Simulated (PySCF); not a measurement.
## Bonding in `C=CCc1ccsc1[O-]`

Species: C₇H₇OS (charge -1).
SMILES with atom numbers: `[CH2:1]=[CH:2][CH2:3][c:4]1[cH:5][cH:6][s:7][c:8]1[O-:9]` (hydrogens: H10, H11 on C1; H12 on C2; H13, H14 on C3; H15 on C5; H16 on C6)

Geometry (GFN2-xTB, Å), atoms numbered from 1 in this order:
```
atom  x, y, z in Å
C1    -2.3506   -0.2423   -0.9761
C2    -1.6778    0.3460   -0.0005
C3    -0.8793   -0.3630    1.0395
C4     0.5790   -0.0224    0.8608
C5     1.3450   -0.4213   -0.2546
C6     2.6307   -0.0028   -0.2373
S7     2.9862    0.9348    1.1902
C8     1.2451    0.7513    1.7977
O9     0.8908    1.2595    2.8617
H10   -2.4079   -1.3176   -1.0532
H11   -2.8673    0.3142   -1.7436
H12   -1.6240    1.4270    0.0459
H13   -1.0434   -1.4453    0.9692
H14   -1.1740   -0.0213    2.0362
H15    0.9290   -1.0156   -1.0568
H16    3.4108   -0.1720   -0.9554
```

Bond orders from the PBE0/pcSseg-1 density (PySCF). Geometry: GFN2-xTB, one conformer, isolated ion. The pcSseg-1 basis has no diffuse functions, a weakness for an anion.

Question: How far do the computed orders between heavy atoms stray from the drawn ones?

Answer: The largest departure is 0.775, at C8–O9 (drawn single, 1.775), counting aromatic bonds as 1.5. Drawn single, order above 1.12: C8–O9 (1.775). The bonds drawn aromatic range from 0.94 to 1.59. The SMILES, with its formal charges, is one Lewis structure only.

Question: Set the Mayer orders of the bonds between heavy atoms beside their lengths.

Answer: 
```tsv
bond	drawn as	length (Å)	Mayer order
C1–C2	double	1.323	1.935
C2–C3	single	1.491	1.048
C3–C4	single	1.508	1.044
C4–C5	aromatic	1.411	1.231
C5–C6	aromatic	1.352	1.595
C6–S7	aromatic	1.745	1.064
S7–C8	aromatic	1.853	0.944
C8–O9	single	1.231	1.775
C8–C4	aromatic	1.386	1.317
```

Bonds between the same two heavy elements. C–C: lowest C3–C4 (1.044, 1.508 Å), highest C1–C2 (1.935, 1.323 Å). C–S: lowest S7–C8 (0.944, 1.853 Å), highest C6–S7 (1.064, 1.745 Å).

Question: And the bonds to hydrogen?

Answer: C–H: 0.92 to 0.97 (7 bonds).

Question: Sum the orders of all bonds at each heavy atom with more than one neighbour and set the sums beside the valence in the SMILES.

Answer: C1 3.848 (drawn 4), C2 3.946 (drawn 4), C3 3.960 (drawn 4), C4 3.592 (drawn 4), C5 3.797 (drawn 4), C6 3.620 (drawn 4), S7 2.008 (drawn 2), C8 4.036 (drawn 4). Orders between atoms that aren't bonded are not in these sums.

For a closed shell the Mayer order of atoms A and B is Σ (PS)μν (PS)νμ over the basis functions μ on A and ν on B, with P the density and S the overlap matrix.
